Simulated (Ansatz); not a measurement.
Ligand exchange: C2H7GeN + H2O2 → C2H6GeO + H3NO

Gas-phase species: C2H7GeN `C[CH2][Ge][NH2]`, singlet; H2O2 (hydrogen peroxide) `OO`, singlet; C2H6GeO `C[CH2][Ge][OH]`, singlet; H3NO (hydroxylamine) `NO`, singlet. The partners trade NH2 for OH: Ge–NH2 and O–OH bonds give way to Ge–OH and O–NH2.

Shapes, held fixed at every level: PBE0-D4/def2-TZVP. Flexible molecules stand in one conformer, not always the lowest. Programs: Ansatz 0.2.0. The zero-point and thermal change to 298 K, harmonic and unscaled (PBE0-D4/def2-TZVP), is +2.3 kJ/mol.

(1) Estimate ΔH(298 K) of this reaction.

Answers

(1) The highest level, CCSD(T)/def2-TZVPP, gives ΔH(298 K) = -113.9 kJ/mol; the levels span -117.9 to -113.3. The column of differences is taken from that level and isn't an error. No measured value is set beside it here. Relativity is left out for Ge. Outer-core shells of Ge are correlated, in sets that cover them unevenly.

```tsv
level	kind	ΔH(298 K) (kJ/mol)	less CCSD(T)/def2-TZVPP
SPW92/def2-TZVPP	LDA	-115.7	-1.8
r2SCAN-D4/def2-TZVPP	meta-GGA	-113.3	+0.6
r2SCAN0-D4/def2-TZVPP	global hybrid	-117.9	-4.0
wB97M-V/def2-TZVPP	range-separated hybrid	-117.8	-3.9
MP2/def2-SVP	perturbation theory	-117.2	-3.3
CCSD/def2-SVP	coupled cluster or CI	-115.2	-1.3
CCSD(T)/def2-TZVPP	coupled cluster or CI	-113.9	0.0
```
